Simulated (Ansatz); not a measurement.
One change: `SC[O][ZnH]` becomes `NC[O][ZnH]`.

Ansatz, PBE0-D4/def2-TZVP geometries, multiplicity 1. Each molecule was computed in one conformer, which needn't be the lowest. `SC[O][ZnH]` holds a close contact that its SMILES doesn't draw: Zn···S 2.78 Å.

Scalar relativity is left out up to krypton.

```tsv
property	`SC[O][ZnH]`
size of the dipole moment (B3LYP/def2-TZVPP) / D	1.08
HOMO energy (ωB97M-V/def2-TZVPP) / eV	-9.64
HOMO–LUMO gap (PBE/def2-TZVPP) / eV	4.76
HOMO energy (PBE0/def2-TZVPP) / eV	-7.40
HOMO energy (PBE/def2-TZVPP) / eV	-6.03
size of the dipole moment (PBE/def2-TZVPP) / D	1.06
```

(1) What does the change do to each property? (An estimate is asked.)

Answers

(1) The calculation gave: 
```tsv
property	`NC[O][ZnH]`	shift
size of the dipole moment (B3LYP/def2-TZVPP) / D	1.46	0.38
HOMO energy (ωB97M-V/def2-TZVPP) / eV	-9.55	0.09
HOMO–LUMO gap (PBE/def2-TZVPP) / eV	4.53	-0.23
HOMO energy (PBE0/def2-TZVPP) / eV	-7.14	0.26
HOMO energy (PBE/def2-TZVPP) / eV	-5.68	0.35
size of the dipole moment (PBE/def2-TZVPP) / D	1.33	0.27
```

With PBE0 the HOMO rises by 0.26 eV and the LUMO falls by 0.06 eV, so the gap narrows by about 0.32 eV. PBE moves the HOMO by 0.35 eV and ωB97M-V by 0.09 eV. Dipoles are sizes alone; their direction can turn.

Positive LUMOs are unbound, so they and the gaps depend on the basis.

B3LYP here is the variant with VWN-RPA as its local correlation; programs differ in this.
